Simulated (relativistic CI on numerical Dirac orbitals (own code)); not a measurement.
**Tc⁶⁺ (4d) in a crystal field**

Calculated by Dirac-Coulomb-Breit CI, KLI orbitals optimised for each configuration, model QED (radiative potential, 1s self-energy scaled to tabulated hydrogen-like ionisation energies), valence Slater integrals scaled by 0.75, one configuration in a parametric crystal field (own radial code).

Field parameters in Wybourne normalisation: D3d B²₀ = −7Dσ, B⁴₀ = −14Dq − 21Dτ, B⁴₃ = −14√(10/7) Dq; Oh B⁴₀ = 21Dq, B⁴₄ = √(5/14) B⁴₀; Td as Oh with Dq negative (B⁴₀ = 21Dq, B⁴₄ = √(5/14) B⁴₀). The field is a parameter set, without covalency.

S is read from ⟨S²⟩ = S(S + 1).

Powder χT (cm³ K mol⁻¹) by Van Vleck's formula, with temperature-independent terms:

| Field | 2 K | 5 K | 10 K | 20 K | 50 K | 100 K | 200 K | 300 K |
| --- | --- | --- | --- | --- | --- | --- | --- | --- |
| D3d, 10Dq = 24450, Dσ = 530, Dτ = 180 cm⁻¹ | 0.143 | 0.144 | 0.145 | 0.146 | 0.15 | 0.157 | 0.171 | 0.184 |
| Oh, 10Dq = 40700 cm⁻¹ | 0.00343 | 0.0042 | 0.00548 | 0.00805 | 0.0158 | 0.0286 | 0.0543 | 0.0799 |
| Oh, 10Dq = 42900 cm⁻¹ | 0.00314 | 0.00392 | 0.0052 | 0.00777 | 0.0155 | 0.0283 | 0.0541 | 0.0798 |
| Td, 10Dq = -6150 cm⁻¹ | 0.166 | 0.166 | 0.167 | 0.168 | 0.172 | 0.179 | 0.192 | 0.206 |

Question: For Td, 10Dq = -6150 cm⁻¹: what effective moment follows at 300 K?

Answer: μ_eff = √(8χT) = 1.28 μB. The ground level has S = 0.50; the spin-only moment for S = 1/2 is 1.73 μB. The difference comes from the orbital moment, spin-orbit mixing of terms and temperature-independent paramagnetism, all larger in this ionic model than in covalent complexes.
